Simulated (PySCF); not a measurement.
Below is a simulated gas-phase C 1s photoelectron spectrum of `CC[O][GeH2][GeH2][SiH3]`.

Every computed line was given a Gaussian of 0.5 eV full width at half maximum and an area set by the number of equivalent atoms; the highest printed point is 100. Level of theory: delta-SCF UKS SCAN, pcX-2 on the ionised atom, pcseg-1 elsewhere, spin-free X2C in PySCF 2.14.0.

binding energy (eV), intensity and a bar:
```
    289.8          1 
    289.9          2 #
    290.0          7 ##
    290.1         19 #####
    290.2         39 ############
    290.3         67 ####################
    290.4         92 ###########################
    290.5        100 ##############################
    290.6         88 ##########################
    290.7         61 ##################
    290.8         34 ##########
    290.9         16 #####
    291.0          6 ##
    291.1          2 
    291.2          1 
    291.3          2 #
    291.4          8 ##
    291.5         20 ######
    291.6         41 ############
    291.7         69 #####################
    291.8         93 ############################
    291.9        100 ##############################
    292.0         86 ##########################
    292.1         59 ##################
    292.2         33 ##########
    292.3         15 ####
    292.4          5 #
    292.5          1 
    292.6          0
```

**Question.** Count the maxima, the lines and the sites behind this envelope.

**Answer.** The curve has 2 maxima (at 290.5 and 291.9 eV). Under it lie 2 lines from 2 inequivalent carbon sites.

**Question.** Decompose the envelope and assign each component. Numbering: `[CH3:1][CH2:2][O:3][GeH2:4][GeH2:5][SiH3:6]`.

**Answer.** 
```tsv
position (eV)	relative area	line	atoms	environment
290.49	1	C 1s	C1	methyl carbon
291.88	1	C 1s	C2	sp3 carbon bound to oxygen
```

**Question.** What are the centre and the root-mean-square width of the whole band?

**Answer.** The area-weighted mean of the lines is 291.19 eV. Their own spread about it is 0.70 eV (rms) and each Gaussian has σ = 0.5/2.355 = 0.21 eV; the variances add, which gives 0.73 eV.

**Question.** Above which line width would these two lines show one maximum?

**Answer.** Two equal Gaussians merge once their distance is under 2σ = FWHM/1.177. With 1.39 eV between them that is a full width over 1.64 eV.

The listed C 1s values span 1.39 eV, from C1 (bonded to C and 3 H) to C2 (bonded to O, C and 2 H).

The curve has no shake-up lines and no vibrational structure. Isolated species at its PBE0-D3(BJ)/def2-SVP geometry (one conformer only).

Conformer computed: `[CH3:1][CH2:2][O:3][GeH2:4][GeH2:5][SiH3:6]`: C1–C2–O3–Ge4 180°, C2–O3–Ge4–Ge5 -178°, O3–Ge4–Ge5–Si6 -2°.
